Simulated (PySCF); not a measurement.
A survey of ¹⁷O NMR shifts

- shielding tensors at PBE0/pcSseg-1 (GIAO)
- geometry from GFN2-xTB
- run in PySCF
- isolated molecule, one averaged value for each set of equivalent atoms, relativity neglected, one computed conformer

Shieldings were converted by a linear fit to measured shifts: ¹⁷O: δ = 266.70 − 0.911σ (rms 10.7 ppm, 155 shifts, 12.2 ppm with the 3 outliers that the fit left out vs liquid water, solution or neat liquid). A few per cent of atoms miss by over 2 rms, more outside the fitted compound classes.

Question: Give the ¹⁷O shifts of `COC(=O)CCOC(C)=O`, `CO[C@@H]1CC=CC1=O`, `COC(=O)C(=O)OC(C)C`, `C[C@@](F)(Cl)CC(=O)O`.

Answer: 
| compound | environment | δ (ppm) |
| --- | --- | --- |
| [CH3:1][O:2][C:3](=[O:4])[CH2:5][CH2:6][O:7][C:8]([CH3:9])=[O:10] | O10: ester carbonyl oxygen | 371.6 |
| [CH3:1][O:2][C:3](=[O:4])[CH2:5][CH2:6][O:7][C:8]([CH3:9])=[O:10] | O4: ester carbonyl oxygen | 359.4 |
| [CH3:1][O:2][C:3](=[O:4])[CH2:5][CH2:6][O:7][C:8]([CH3:9])=[O:10] | O7: ester alkoxy oxygen | 148.3 |
| [CH3:1][O:2][C:3](=[O:4])[CH2:5][CH2:6][O:7][C:8]([CH3:9])=[O:10] | O2: ester alkoxy oxygen | 133.5 |
| [CH3:1][O:2][C@@H:3]1[CH2:4][CH:5]=[CH:6][C:7]1=[O:8] | O8: ketone oxygen | 541.9 |
| [CH3:1][O:2][C@@H:3]1[CH2:4][CH:5]=[CH:6][C:7]1=[O:8] | O2: ether oxygen | -1.2 |
| [CH3:1][O:2][C:3](=[O:4])[C:5](=[O:6])[O:7][CH:8]([CH3:9])[CH3:10] | O4: ester carbonyl oxygen | 357.3 |
| [CH3:1][O:2][C:3](=[O:4])[C:5](=[O:6])[O:7][CH:8]([CH3:9])[CH3:10] | O6: ester carbonyl oxygen | 351.7 |
| [CH3:1][O:2][C:3](=[O:4])[C:5](=[O:6])[O:7][CH:8]([CH3:9])[CH3:10] | O7: ester alkoxy oxygen | 181.3 |
| [CH3:1][O:2][C:3](=[O:4])[C:5](=[O:6])[O:7][CH:8]([CH3:9])[CH3:10] | O2: ester alkoxy oxygen | 136.0 |
| [CH3:1][C@@:2]([F:3])([Cl:4])[CH2:5][C:6](=[O:7])[OH:8] | O7: carbonyl oxygen | 355.1 |
| [CH3:1][C@@:2]([F:3])([Cl:4])[CH2:5][C:6](=[O:7])[OH:8] | O8: acid hydroxyl oxygen | 162.6 |

Question: Match the shifts 246.4, 199.7, 58.3 ppm to `C#Cc1cccc2occc12`, `C#C/C=C\C#Cc1ccco1`, `COc1cccc(Cl)c1`.

Answer: 246.4: C#C/C=C\C#Cc1ccco1 (aromatic ring oxygen); 199.7: C#Cc1cccc2occc12 (aromatic ring oxygen); 58.3: COc1cccc(Cl)c1 (ether oxygen).

In solution the two oxygens of a carboxylic acid give one averaged line by proton exchange, and hydrogen bonding shields acid and N–H amide carbonyl oxygens by tens of ppm; neither is in these numbers.
